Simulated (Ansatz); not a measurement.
GeH2Me(OMe) (C₂H₈GeO), relaxed as a singlet with RKS PBE-D4/def2-SVP in Ansatz, starting from the GFN2-xTB geometry. Force threshold 0.02 eV/Å.

Start:

```xyz
12

Ge   -0.7868   -0.0192   -0.3060
H    -1.1090   -1.2947   -1.0608
H    -1.8553    0.1427    0.7576
C    -0.4702    1.5549   -1.4249
H    -1.3336    1.7864   -2.0417
H     0.3837    1.3777   -2.0729
H    -0.2488    2.4165   -0.7998
O     0.7714   -0.2262    0.4986
C     1.0871   -1.2371    1.4258
H     0.4338   -1.2001    2.3014
H     2.1170   -1.0697    1.7448
H     1.0107   -2.2312    0.9777
```

| step | energy (eV) | largest force component (eV/Å) | SCF passes |
| --- | --- | --- | --- |
| 1 | -60745.6568 | 0.966 | 17 |
| 2 | -60745.7700 | 0.392 | 19 |
| 3 | -60745.7857 | 0.177 | 20 |
| 4 | -60745.7889 | 0.248 | 19 |
| 5 | -60745.7908 | 0.117 | 20 |
| 6 | -60745.7912 | 0.008 | 21 |

Force components are those of the run's own axes.

End:

```xyz
12

Ge   -0.705   -0.001   -0.298
H    -0.997   -1.305   -1.106
H    -1.803    0.190    0.795
C    -0.504    1.565   -1.445
H    -1.437    1.751   -2.011
H     0.324    1.400   -2.161
H    -0.274    2.455   -0.829
O     0.896   -0.180    0.522
C     1.073   -1.242    1.433
H     0.373   -1.193    2.303
H     2.108   -1.192    1.835
H     0.946   -2.248    0.961
```

By distances, no bond broke or formed. The bond that changes most is Ge1–H3, from 1.52 to 1.56 Å (atoms count from 1).

No frequencies were taken in this run, so the end may be a saddle point.

Hardware: 4 threads of Arm Neoverse V1 on a shared host. Wall time 6 s.
